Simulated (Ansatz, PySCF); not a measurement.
CH₃AlF₂, SMILES [CH3][Al]([F])[F] (connectivity only; charge and spin as stated), charge -1, multiplicity 2. Atoms are numbered in the order given.

```xyz
7

Al    -0.1239     0.1657     0.4592
C     -1.4842    -1.2423     0.0251
H     -1.1318    -1.8299    -0.8461
H     -2.4680    -0.8182    -0.2422
H     -1.6456    -1.9522     0.8553
F      0.0968     1.1730    -0.9435
F      1.3996    -0.6152     0.7756
```
Charge -1, spin multiplicity 2.

Geometry optimised at r2SCAN-D4/def2-SVPD. The multiplicity is an assumed one; other spin states were not compared. The isomer is the one that the SMILES or the coordinates give; other isomers of the formula were not compared.

Two levels are set side by side: PBE-D3(BJ)/def2-SVPD (Ansatz, a program for electronic structure) and r2SCAN-D4/def2-SVPD (Ansatz). Each level has its own optimised geometry; the coordinates shown are those of the second. Frequencies come from the Hessian of PySCF at each geometry. Differences are taken from unrounded values.

```
quantity                            r2SCAN-D4  PBE-D3(BJ)  PBE-D3(BJ) minus r2SCAN-D4
----------------------------------  ---------  ----------  --------------------------
mean bond length (Å)                    1.467       1.479                       0.012
bond Al1–C2 (Å)                         2.005       2.016                       0.011
bond Al1–F6 (Å)                         1.741       1.760                       0.019
bond Al1–F7 (Å)                         1.741       1.760                       0.019
bond C2–H3 (Å)                          1.108       1.115                       0.007
bond C2–H4 (Å)                          1.104       1.111                       0.007
bond C2–H5 (Å)                          1.104       1.111                       0.007
highest harmonic wavenumber (cm⁻¹)       3084        3028                         -56
mean harmonic wavenumber (cm⁻¹)          1129        1101                         -29
zero-point energy (kcal/mol)            24.22       23.60                       -0.62
```
